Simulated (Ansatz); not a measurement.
Consider the formal hydrolysis of the Si–C bond: `C#C[SiH2]C#C` + H₂O → `C#C[SiH2]O` + `C#C`.

Program: Ansatz. Geometries: PBE0-D4/def2-TZVP. ΔE: electronic, gas phase. CCSD(T)/CBS adds triple-zeta CCSD(T) − MP2 to the extrapolated MP2 energy (def2 sets, frozen cores). This one scheme is used for every species. Each species was taken in one conformer, which may not be the lowest.

`C#C[SiH2]C#C`:

```xyz
9

C     2.293   -0.971    0.761
C     1.194   -0.477    0.759
Si   -0.467    0.271    0.778
C    -1.094    0.419   -0.925
C    -1.523    0.524   -2.047
H     3.266   -1.409    0.760
H    -1.381   -0.590    1.564
H    -0.390    1.618    1.390
H    -1.899    0.616   -3.040
```

H₂O:

Cartesian coordinates in Å:
```
O -0.336 -0.141 -0.138
H -0.214 0.600 0.460
H 0.550 -0.459 -0.323
```

`C#C[SiH2]O`:

Cartesian coordinates in Å:
```
C -1.074 -0.190 1.865
C -0.531 0.076 0.821
Si 0.312 0.472 -0.752
O 0.722 -0.892 -1.569
H -1.558 -0.422 2.787
H 1.502 1.294 -0.413
H -0.604 1.220 -1.637
H 1.231 -1.557 -1.103
```

`C#C`:

Cartesian coordinates in Å:
```
C 0.428 0.283 -0.309
C -0.428 -0.283 0.309
H 1.188 0.787 -0.858
H -1.188 -0.787 0.858
```

| species | CCSD(T)/CBS(def2) energy (Eh) |
| --- | --- |
| `C#C[SiH2]C#C` | -443.57893 |
| H₂O | -76.37941 |
| `C#C[SiH2]O` | -442.75166 |
| `C#C` | -77.22717 |

Q: Work out ΔE.

A: ΔE = (-442.75166) + (-77.22717) − (-443.57893) − (-76.37941) = -0.02049 Eh = -12.9 kcal/mol.

Largest T1 diagnostic among the species: 0.013.

In def2-TZVPP, CCSD(T) changes the Hartree–Fock value by +3.5 kcal/mol (the triples alone add +0.6 kcal/mol) and MP2 by +4.0 kcal/mol. Leaving LDA and LC-ωPBE aside and taking each functional with its dispersion term where it has one, the values, not all of them listed here, spread over 4.2 kcal/mol, from CAM-B3LYP-D4 to revPBE-D4. LDA lies −0.9 kcal/mol from PBE without D4. The D4 term adds +0.9 kcal/mol with B3LYP and +0.5 kcal/mol with PBE0; it sums over pairs of atoms, weighted by their polarisabilities, and B3LYP, whose exchange is more repulsive, gets the larger term.

B3LYP here is the variant with VWN-RPA as its local correlation; programs differ in this.
